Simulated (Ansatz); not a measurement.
Consider the hydrogenolysis of the Si–N bond: `[SiH3]N[SiH2]Cl` + H₂ → `[SiH3]Cl` + `N[SiH3]`.

Computed with Ansatz on PBE0-D4/def2-TZVP structures; ΔE is electronic, products minus reactants. CCSD(T)/CBS is the MP2 limit (def2-TZVPP, def2-QZVPP) plus CCSD(T) − MP2 in def2-TZVPP, frozen cores. This one scheme is used for every species. DFT in def2-TZVPP. Each species was taken in one conformer, which may not be the lowest.

```tsv
level	ΔE (kJ/mol)
ωB97X-V	51.2
ωB97M-V	54.3
PBE-QIDH	51.9
PBE	43.6
MP2/def2-SVP	52.6
CCSD(T)/def2-SVP	45.3
MP2/def2-QZVPP	62.9
SCS-MP2/def2-QZVPP	56.6
```

Problem. What does CCSD(T)/CBS give? (Estimate.)

Solution. Ansatz gave: +56.3 kJ/mol. The listed levels differ from it by -5.1, -2.0, -4.4, -12.7, -3.7, -11.0, 6.6, 0.3 kJ/mol.

Largest T1 diagnostic among the species: 0.010.

At CCSD(T), def2-SVP lies −11.1 kJ/mol from the extrapolated value and def2-TZVPP −2.6 kJ/mol. In def2-TZVPP, CCSD(T) changes the Hartree–Fock value by +18.4 kJ/mol (the triples alone add +4.3 kJ/mol) and MP2 by +25.9 kJ/mol. Leaving LDA and LC-ωPBE aside and taking each functional with its dispersion term where it has one, the values, not all of them listed here, spread over 8.3 kJ/mol, from B2PLYP to revPBE-D4. LDA lies +9.2 kJ/mol from PBE without D4.
